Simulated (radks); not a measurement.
All-electron atom: Ho+ in [Xe] 4f11 6s1 (the NIST ground configuration). Method: scalar-relativistic Kohn-Sham, HCTH/407, spin-polarised, spherical densities, finite nucleus; open shells are filled with parallel spins first (spin-orbit coupling, left out, can overturn this in heavy ions); Fermi nuclear charge, rms radius 5.2022 fm; computed with a radial shooting solver on a logarithmic mesh with Libxc functionals.

Radial electron density D(r) = 4 pi r^2 rho(r):

```
   r/bohr * D(r) (the largest magnitude, 120, reaches the edge; | marks zero)
 0.004037 |                *
   0.0047 |                    *
 0.005471 |                       *
 0.006369 |                           *
 0.007415 |                               *
 0.008632 |                                  *
  0.01005 |                                     *
  0.01179 |                                       *
  0.01373 |                                        *
  0.01598 |                                        *
  0.01861 |                                       *
  0.02166 |                                     *
  0.02522 |                                    *
  0.02936 |                                    *
  0.03445 |                                      *
   0.0401 |                                          *
  0.04669 |                                               *
  0.05435 |                                                    *
  0.06327 |                                                      *
  0.07366 |                                                    *
  0.08575 |                                                *
   0.1006 |                                           *
   0.1172 |                                         *
   0.1364 |                                           *
   0.1588 |                                               *
   0.1848 |                                                *
   0.2152 |                                           *
   0.2505 |                                  *
    0.294 |                        *
   0.3422 |                     *
   0.3984 |                       *
   0.4638 |                         *
     0.54 |                        *
   0.6286 |                    *
   0.7318 |              *
   0.8588 |         *
   0.9997 |       *
    1.164 |     *
    1.355 |    *
    1.577 |  *
    1.836 | *
    2.138 |*
    2.509 |*
     2.92 *
      3.4 *
    3.958 *
    4.608 *
    5.364 *
    6.245 *
    7.328 *
    8.531 *
    9.932 *
```

D(r) has 4 maxima, at r = 0.0143, 0.0638, 0.178, 0.487 bohr, and minima at 0.0273, 0.116, 0.345 bohr, inside which lie 1.93, 11.10, 29.53 electrons.
